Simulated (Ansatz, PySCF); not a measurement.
diantimony (Sb2), SMILES [Sb]#[Sb]. Atoms are numbered in the order given.

```xyz
2

Sb     0.0000     0.0000    -1.2440
Sb     0.0000     0.0000     1.2440
```

Coordinates come from a B3LYP-D3(BJ)/def2-TZVP optimisation. The def2 effective core potentials stand for the cores of Sb; spin–orbit coupling is left out.

Vertical ionisation energy (IE) and electron affinity (EA) in eV. Rows of orbital energies are one-electron estimates. Where ΔSCF, EOM or ADC give a negative EA the extra electron is unbound and the value depends on the basis.

```json
[
 {"level": "−ε(HOMO), −ε(LUMO), CAM-B3LYP/def2-TZVPD (PySCF)", "IE": "7.58", "EA": "2.00"},
 {"level": "−ε(HOMO), −ε(LUMO), PBE/def2-TZVPD (PySCF)", "IE": "5.79", "EA": "3.47"},
 {"level": "ΔSCF, PBE0/def2-TZVPD (Ansatz), final states of multiplicity 2 and 2", "IE": "8.52", "EA": "1.17"},
 {"level": "ΔSCF, PBE/def2-TZVPD (Ansatz), final states of multiplicity 2 and 2", "IE": "8.55", "EA": "1.01"}
]
```

Task: What vertical singlet–triplet gap does ΔSCF give with PBE0/def2-TZVPD (Ansatz, an electronic-structure program) and with PBE/def2-TZVPD (Ansatz)? (Estimate from the structure and the level; the computed values follow.)

Result: 1.45 and 1.68 eV (triplet above singlet where positive).
